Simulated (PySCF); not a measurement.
**Spinor energies of Co²⁺ (cobalt, charge +2)**

Start: [Ar] 3d6 4s1; 3d3/2 filled at m_j = +3/2; 3d5/2 filled at m_j = -3/2, -1/2, +1/2, +3/2, +5/2; 4s1/2 filled at m_j = +1/2. Calculated with PySCF 2.14 in x2c-TZVPall-2c with one added diffuse shell each of s, p, d type (7s8p5d1f, 63 functions): generalised Hartree-Fock with the X2C-1e Hamiltonian and a Gaussian nucleus; one run each with spin-orbit coupling (SO) switched off, then screened by Boettger's factors. This is a chosen level, not necessarily the ground level.

| spinor shell | electrons | ε, spin-free (eV) | ε, screened SO (eV) | weight of nominal j (screened SO) | rms radius, screened SO (bohr) |
| --- | --- | --- | --- | --- | --- |
| 1s1/2 | 2 | -7803.6 | -7803.5 | 1.000 | 0.0649 |
| 2s1/2 | 2 | -992.82 | -992.78 | 1.000 | 0.276 |
| 2p1/2 | 2 | -850.33 | -860.99 | 0.987 | 0.247 |
| 2p3/2 | 4 | -850.33 | -845.09 | 0.993 | 0.249 |
| 3s1/2 | 2 | -152.43 | -152.42 | 1.000 | 0.824 |
| 3p3/2 | 4 | -108.59 | -107.71 | 0.829 | 0.878 |
| 3p1/2 | 2 | -108.59 | -110.37 | 0.659 | 0.874 |
| 3d5/2 | 5 | -45.595 | -46.668 | 0.586 | 1.04 |
| 3d3/2 | 1 | -45.595 | -40.251 | 0.788 | 1.09 |
| 4s1/2 | 1 | -26.811 | -26.810 | 1.000 | 2.59 |

```csv
quantity,spin-free,screened SO
E (hartree),-1390.86293,-1390.89132
M_J,9/2,9/2
⟨J²⟩,24.756,24.756
⟨L²⟩,6.004,6.013
⟨S²⟩,8.752,8.746
```

Each row is a mean over spinors that exchange with the open shell spreads, by up to 17.283 eV (3p3/2).

Rows whose weight is well below 1 are mixtures of j = l ± 1/2: exchange outweighs spin-orbit coupling there, and the label is only the starting occupation.

Without spin-orbit coupling the j labels of p, d and f shells carry no meaning; the spin-free column gives the mean over the occupied spinors of each nl shell.
